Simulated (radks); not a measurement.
Values are calculated unless marked as measured or tabulated.
All-electron atom: Ar15+ in [He] 2p1 (not the ground configuration).

Level of theory: scalar-relativistic Kohn-Sham, BLYP, spin-polarised, spherical densities, finite nucleus; open shells are filled with parallel spins first; Fermi nuclear charge, rms radius 3.4274 fm (a radial shooting solver on a logarithmic mesh with Libxc functionals).

Energy parts (hartree):
| part | energy |
|---|---|
| total | -346.72295 |
| kinetic | 349.41348 |
| electron-nucleus | -714.92069 |
| Hartree | 31.60817 |
| exchange-correlation | -12.82390 |

Orbitals (lengths in bohr, moments of r in powers of bohr; <r^-3> diverges for s and p1/2; r(max) is where P^2 peaks):
| orbital | occ. | eigenvalue (hartree) | r(max) | <r^-3> | <r^4> | <r^2> |
|---|---|---|---|---|---|---|
| 1s up | 1 | -143.7082 | 0.05588 | - | 0.0002396 | 0.009695 |
| 1s down | 1 | -143.5230 | 0.05584 | - | 0.0002376 | 0.009660 |
| 2p up | 1 | -31.36021 | 0.2441 | 190.1 | 0.02415 | 0.1131 |

The highest occupied level is 2p up at -853.35 eV. The density falls to 0.001 e/bohr^3 at r = 0.93 bohr. The spin density at the nucleus is -4.656 e/bohr^3 (1s -4.656). The electron density at the nucleus is 4047 e/bohr^3 (large components only). Spin moment in Bohr magnetons: 1. Summed over all electrons, <r^2> = 0.1325 bohr^2, which gives a Langevin (diamagnetic) susceptibility term of -0.105 x 10^-6 cm^3/mol.
